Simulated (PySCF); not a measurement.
**Unknowns**

[PySCF 2.14: geometry from GFN2-xTB; NMR shieldings at PBE0/pcSseg-1/GIAO; a single conformation; no relativistic terms; no solvent; rapidly exchanging positions averaged]

Scale: 1H (31.72 ppm), 13C (186.93 ppm) against TMS (reference shieldings calculated alike). Where no couplings were computed, multiplicities follow the n + 1 count of equivalent neighbours, and m marks all less simple cases (inequivalent or close neighbours, rings, F or P nearby). Acid and N–H amide carbonyl carbons lie up to 10 ppm further downfield in solution (hydrogen bonding). Shifts are as computed. Against solution values, carbons near 30 ppm lie about +3 ppm off and those near 130 ppm about +5 ppm; carbons on Cl a further +6 ppm. Of 1211 compounds with measured shifts, 218 miss one by over three times the rms of a fit or turn the order of signals round; such compounds aren't used in these exercises. Groups on amide-type nitrogens are kept apart (slow C–N rotation). Carbons bonded to Cl come out too deshielded. OH and NH positions are gas-phase values without hydrogen bonding to other molecules.

(1) C8H5ClO. 1H NMR (400 MHz, computed): δ 7.57 (d, 1H), 7.11 (d, 1H), 6.96 (s, 1H), 4.29 (br s, 1H), 3.09 (s, 1H). 13C{1H} NMR (computed): δ 161.6, 140.6, 136.6, 127.3, 123.4, 121.6, 94.3, 85.0. Give a structure.

(2) C5H7NO2. 1H NMR (600 MHz, computed): δ 6.91 (br, 1H), 4.56 (br, 1H), 3.64 (m, 1H), 1.21 (m, 2H), 1.17 (m, 2H). 13C{1H} NMR (computed): δ 207.4 (C), 162.1 (C), 18.7 (CH2), 16.3 (CH). Give a structure.

Answers

(1) SMILES C#Cc1cc(O)ccc1Cl. The formula gives 6 degrees of unsaturation (1 ring in the answer). 8 carbon signals for 8 carbons: no two carbons are equivalent. Carbon types of the structure: 4 × C, 4 × CH, leaving 1 H on heteroatoms. δC 161.6: aromatic carbon bearing oxygen; the electronegative substituent deshields the carbon that carries it. δC 136.6, 123.4, 121.6: aromatic CH. δC 94.3: terminal alkyne carbon; sp carbons lie upfield of alkene carbons because the cylindrical π system leaves one tensor component strongly shielded. δC 85.0: alkyne carbon; sp carbons lie upfield of alkene carbons because the cylindrical π system leaves one tensor component strongly shielded.

The data come from this structure; uniqueness wasn't tested.

(2) SMILES NC(=O)C(=O)C1CC1. The formula gives 3 degrees of unsaturation (1 ring in the answer). 4 carbon signals for 5 carbons: some carbons are equivalent by symmetry or fast rotation. Carbon types of the structure: 2 × C, 1 × CH, 2 × CH2, leaving 2 H on heteroatoms. δC 207.4: ketone carbonyl carbon; the double bond to the heteroatom, with no lone-pair donor beside it, deshields it most. δC 162.1: amide carbonyl carbon; lone-pair donation from the attached heteroatom keeps it upfield of a ketone carbonyl. δC 18.7, 16.3: three-membered-ring carbon; carbons of three-membered rings are unusually shielded. δH 6.91, 4.56: hydrogen on an amide-type nitrogen; exchangeable; this is the value without hydrogen bonding to other molecules.

The shifts were computed for this structure.
